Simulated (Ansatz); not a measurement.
Saddle point of BH2BrOF2, singlet (BHOF₂ ([OH][B]([F])[F]) + HBr → BBrF₂ ([F][B]([F])[Br]) + H₂O (still joined by a long B–O bond); bonds formed: B1–Br6, O2–H5; bonds broken: H5–Br6; bonds weakened to dative contacts: B1–O2), PBE0-D4/def2-TZVP structure:

| atom | x (Å) | y (Å) | z (Å) |
| --- | --- | --- | --- |
| B1 | -0.4953 | 0.4288 | -0.2045 |
| O2 | 0.9676 | 0.3067 | -0.0471 |
| F3 | -0.9754 | 0.0600 | -1.3780 |
| F4 | -1.0560 | 1.3887 | 0.4916 |
| H5 | 0.7495 | -0.6159 | 0.7026 |
| Br6 | -0.5703 | -1.5330 | 1.2873 |
| H7 | 1.3799 | -0.0354 | -0.8520 |

Energies are electronic, without zero-point energy. Barriers and step energies count from the start structure reached by relaxing down the imaginary mode; all methods use the PBE0-D4 structures, on which another method's saddle can fall below an end. Ansatz 0.2.0; basis: def2-TZVPP, with def2-QZVPP for the basis limit; cores frozen in the correlated methods. Filled d shells of the heavier atoms are correlated. The def2 sets are not built for correlating such inner shells, so the correlated values are less sure here. B3LYP uses VWN-RPA correlation. Extrapolation: Hartree–Fock as exp(−7.88 √X), correlation as X^−2.97.

```csv
method,barrier (eV),step energy (eV)
SPW92,0.466,0.113
PBE-D4,0.781,0.327
BLYP-D4,0.983,0.512
r2SCAN-D4,0.840,0.321
B97M-V,1.092,0.436
PBE0-D4,0.902,0.321
B3LYP-D4,1.062,0.490
r2SCAN0-D4,0.929,0.321
BHLYP-D4,1.202,0.485
CAM-B3LYP-D4,1.098,0.468
wB97X-V,1.048,0.351
wB97M-V,?,0.336
B2PLYP,?,0.485
PBE-QIDH,0.995,0.322
RPA on PBE,1.119,0.431
HF,?,0.731
MP2,1.018,0.348
CCSD,1.214,0.455
CCSD(T),1.109,0.405
```

(1) Fill in the withheld barriers. (An estimate is asked for; the value comes from the calculation.)

T1 diagnostic: at most 0.011.

## Answers

(1) The calculation gives: B2PLYP 1.110; wB97M-V 1.002; HF 1.646 eV. Each is the energy of the saddle less that of the start structure, by the same method.

For comparison, the barrier by CCSD(T) at an estimated basis limit (MP2 extrapolated from triple and quadruple zeta, plus CCSD(T) − MP2 in triple zeta) is 1.070 eV.

Labels in which every atom is bracketed show which atoms are joined, not bond orders.

For scale, one of the runs: CCSD(T)/def2-TZVPP, 200 basis functions, launched by `ansatz run in.yaml --threads 4 --pin off --events-out ev --progress --plain --max-ram 9574MiB`. The run took 5.1 min on 4 CPU threads of an AMD EPYC (shared host), with 2.8 GiB of host memory at its peak.
